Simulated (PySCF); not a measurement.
(Z)-1,2-dibromo-1,2-difluoroethene (C₂Br₂F₂), SMILES F/C(Br)=C(\F)Br. Atoms are numbered in the order given.

```xyz
6

F      0.0000     1.3289     2.0113
C      0.0000     0.6713     0.8585
Br     0.0000     1.7624    -0.6644
C      0.0000    -0.6713     0.8585
F      0.0000    -1.3289     2.0113
Br     0.0000    -1.7624    -0.6644
```

Coordinates come from a B3LYP-D3(BJ)/def2-SVP optimisation.

These are B3LYP-D3(BJ)/def2-SVP in PySCF 2.14.0 values and carry that method's errors.

Frequencies are harmonic and unscaled.

Computed harmonic wavenumbers and intensities:
```json
[
 {"mode": "1", "ν (cm⁻¹)": "114", "IR (km/mol)": "0.3", "moving atoms (share of kinetic energy)": "Br 91 %"},
 {"mode": "2", "ν (cm⁻¹)": "127", "IR (km/mol)": "0.0", "moving atoms (share of kinetic energy)": "F 81 %, Br 13 %"},
 {"mode": "3", "ν (cm⁻¹)": "313", "IR (km/mol)": "0.3", "moving atoms (share of kinetic energy)": "Br 50 %, F 49 %"},
 {"mode": "4", "ν (cm⁻¹)": "315", "IR (km/mol)": "3.6", "moving atoms (share of kinetic energy)": "F 96 %"},
 {"mode": "5", "ν (cm⁻¹)": "321", "IR (km/mol)": "0.0", "moving atoms (share of kinetic energy)": "C 81 %, F 17 %"},
 {"mode": "6", "ν (cm⁻¹)": "375", "IR (km/mol)": "0.1", "moving atoms (share of kinetic energy)": "F 61 %, C 32 %"},
 {"mode": "7", "ν (cm⁻¹)": "437", "IR (km/mol)": "0.9", "moving atoms (share of kinetic energy)": "F 46 %, Br 32 %, C 22 %"},
 {"mode": "8", "ν (cm⁻¹)": "538", "IR (km/mol)": "0.0", "moving atoms (share of kinetic energy)": "C 93 %"},
 {"mode": "9", "ν (cm⁻¹)": "904", "IR (km/mol)": "141.2", "moving atoms (share of kinetic energy)": "C 79 %, F 18 %"},
 {"mode": "10", "ν (cm⁻¹)": "1162", "IR (km/mol)": "317.5", "moving atoms (share of kinetic energy)": "C 66 %, F 34 %"},
 {"mode": "11", "ν (cm⁻¹)": "1224", "IR (km/mol)": "32.3", "moving atoms (share of kinetic energy)": "C 72 %, F 28 %"},
 {"mode": "12", "ν (cm⁻¹)": "1739", "IR (km/mol)": "32.2", "moving atoms (share of kinetic energy)": "C 97 %"}
]
```
